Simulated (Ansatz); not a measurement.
Worked example: InH2Br + SiH3(OH) → InH2(OH) + SiH3Br

Species: InH2Br `[Br][InH2]`, singlet; SiH3(OH) (silanol), singlet; InH2(OH), singlet; SiH3Br `[SiH3]Br`, singlet. The partners trade Br for OH: In–Br and Si–OH bonds give way to In–OH and Si–Br.

Shapes, held fixed at every level: PBE0-D4/def2-TZVP. Programs: Ansatz 0.2.0. The zero-point and thermal change to 298 K, harmonic and unscaled (PBE0-D4/def2-TZVP), is -1.9 kJ/mol.

At CCSD(T)/def2-TZVPP; 1 Eh = 2625.50 kJ/mol:

```
 species   energy (Eh)
  InH2Br  -2763.423382
SiH3(OH)   -366.623206
InH2(OH)   -266.411415
  SiH3Br  -2863.596019
```

Work out ΔH(298 K) of the reaction at this level.


1. Products less reactants: (-266.411415) + (-2863.596019) − [(-2763.423382) + (-366.623206)] = 0.039154 Eh = +102.8 kJ/mol.
2. With the thermal change: +102.8 + (-1.9) = +100.9 kJ/mol.

Other levels give +93.4 (SPW92/def2-TZVPP) to +129.2 kJ/mol (HF/def2-TZVPP). No measured value is set beside it here. For atoms past krypton def2 sets carry core potentials with scalar relativity. Relativity is left out for Br unless named. Correlated rows may include outer-core shells of Br, In, which these sets cover unevenly.
